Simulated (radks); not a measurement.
Values are calculated unless marked as measured or tabulated.
Radial electron density D(r) = 4 pi r^2 rho(r) of an atom or ion with 1 electrons. Level of theory: scalar-relativistic Kohn-Sham, PBE, spin-polarised, spherical densities, point nucleus (a radial shooting solver on a logarithmic mesh with Libxc functionals).

```
   r/bohr * D(r) (the largest magnitude, 1.61, reaches the edge; | marks zero)
  0.01679 |*
  0.01954 |*
  0.02275 | *
  0.02649 | *
  0.03083 |  *
   0.0359 |   *
  0.04179 |    *
  0.04865 |      *
  0.05664 |        *
  0.06593 |          *
  0.07676 |             *
  0.08864 |                *
   0.1032 |                    *
   0.1201 |                         *
   0.1399 |                              *
   0.1628 |                                    *
   0.1895 |                                          *
   0.2207 |                                               *
   0.2569 |                                                   *
   0.2991 |                                                      *
   0.3482 |                                                      *
   0.4053 |                                                    *
   0.4718 |                                               *
   0.5493 |                                        *
   0.6395 |                               *
   0.7444 |                       *
   0.8667 |               *
    1.009 |        *
    1.175 |    *
    1.367 | *
    1.592 |*
    1.853 *
```

What is the nuclear charge?

Answer. Z = 3. The innermost maximum, from 1s, lies near gamma/Z bohr with gamma = sqrt(1 - (Z/c)^2) = 1.000, here 0.333 bohr (found: 0.332), and its height grows with Z. The density is that of the lithium ion Li2+ in 1s1; the configuration itself is not fixed sharply by these data. D(r) has 1 maximum, at r = 0.332 bohr.
